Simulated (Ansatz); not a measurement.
Calculated with Ansatz (gas phase, PBE0-D4/def2-TZVP geometries, no zero-point term in ΔE). CCSD(T)/CBS adds triple-zeta CCSD(T) − MP2 to the extrapolated MP2 energy (def2 sets, frozen cores). This one scheme is used for every species. Functionals use def2-TZVPP. B3LYP here is the variant with VWN-RPA as its local correlation; programs differ in this. For Se outer-core shells are correlated without core-valence functions, which leaves a few kJ/mol of doubt a bond. Scalar relativity is left out up to krypton. Each species was taken in one conformer, which may not be the lowest.

Reaction (cleavage of the Si–Al bond): `[SiH3][AlH][SH]` + `N=C(N)[SeH]` → `N=C(N)[Se][SiH3]` + `[AlH2][SH]`

`[SiH3][AlH][SH]`:

Cartesian coordinates in Å:
```
Si -0.224 0.081 1.541
Al -0.229 0.148 -0.905
S 1.492 -0.743 -1.914
H 1.024 -0.528 2.077
H -1.378 -0.714 2.049
H -0.348 1.454 2.111
H -1.371 0.776 -1.809
H 1.035 -0.474 -3.150
```

`N=C(N)[SeH]`:

Cartesian coordinates in Å:
```
N 1.133 0.217 0.786
C 0.056 0.109 0.139
N -1.143 -0.120 0.750
Se -0.202 0.350 -1.780
H 1.913 0.521 0.218
H -1.078 -0.303 1.740
H -1.830 -0.657 0.248
H 1.150 -0.117 -2.102
```

`N=C(N)[Se][SiH3]`:

```xyz
11

N    -0.978   -1.384    0.029
C     0.180   -1.036    0.391
N     0.780   -1.542    1.500
Se    1.395    0.187   -0.554
Si   -0.213    1.723   -1.039
H    -1.244   -1.020   -0.878
H     1.488   -0.995    1.955
H     0.196   -2.122    2.083
H    -1.270    1.134   -1.901
H     0.494    2.794   -1.783
H    -0.828    2.263    0.197
```

`[AlH2][SH]`:

Cartesian coordinates in Å:
```
Al -0.336 0.183 0.527
S -0.050 -0.657 -1.465
H -1.815 0.203 1.079
H 0.923 0.723 1.315
H 1.278 -0.452 -1.456
```

CCSD(T)/CBS gives -55.1 kJ/mol.

Another level gave -62.6 kJ/mol. Which?
A. B3LYP/def2-TZVPP
B. HF/def2-TZVPP
C. MP2/def2-TZVPP
D. CCSD(T)/def2-TZVPP

C. MP2/def2-TZVPP -62.6, CCSD(T)/def2-TZVPP -50.2, B3LYP -45.9, HF/def2-TZVPP -55.5 kJ/mol.

Largest T1 diagnostic among the species: 0.013.

The D4 term adds −6.1 kJ/mol with B3LYP and −3.2 kJ/mol with PBE0; it sums over pairs of atoms, weighted by their polarisabilities, and B3LYP, whose exchange is more repulsive, gets the larger term. From PBE to PBE0 (25 % exact exchange), in def2-TZVPP and without D4, ΔE moves by −4.5 kJ/mol.
